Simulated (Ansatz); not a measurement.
Calculated with Ansatz (gas phase, PBE0-D4/def2-TZVP geometries, no zero-point term in ΔE). CCSD(T)/CBS is the MP2 limit (def2-TZVPP, def2-QZVPP) plus CCSD(T) − MP2 in def2-TZVPP, frozen cores. This one scheme is used for every species. For Ge outer-core shells are correlated without core-valence functions, which leaves a few kJ/mol of doubt a bond. Scalar relativity is left out up to krypton. One conformer a species, not always the lowest.

Consider the substitution at a C–Ge bond: `F[CH](F)[GeH2][SiH3]` + `C[SiH2]O` → `C[SiH2]OC(F)F` + `[SiH3][GeH3]`.

| species | MP2/CBS(def2) energy (Eh) |
| --- | --- |
| `F[CH](F)[GeH2][SiH3]` | -2606.33436 |
| `C[SiH2]O` | -405.91561 |
| `C[SiH2]OC(F)F` | -643.52701 |
| `[SiH3][GeH3]` | -2368.72820 |

(1) Work out ΔE.

Largest T1 diagnostic among the species: 0.012.

## Answers

(1) ΔE = (-643.52701) + (-2368.72820) − (-2606.33436) − (-405.91561) = -0.00524 Eh = -13.8 kJ/mol. CCSD(T)/CBS gives -17.3 kJ/mol.

From PBE to PBE0 (25 % exact exchange), in def2-TZVPP and without D4, ΔE moves by −6.9 kJ/mol. In def2-TZVPP, CCSD(T) changes the Hartree–Fock value by +19.0 kJ/mol (the triples alone add +1.4 kJ/mol) and MP2 by +22.6 kJ/mol.
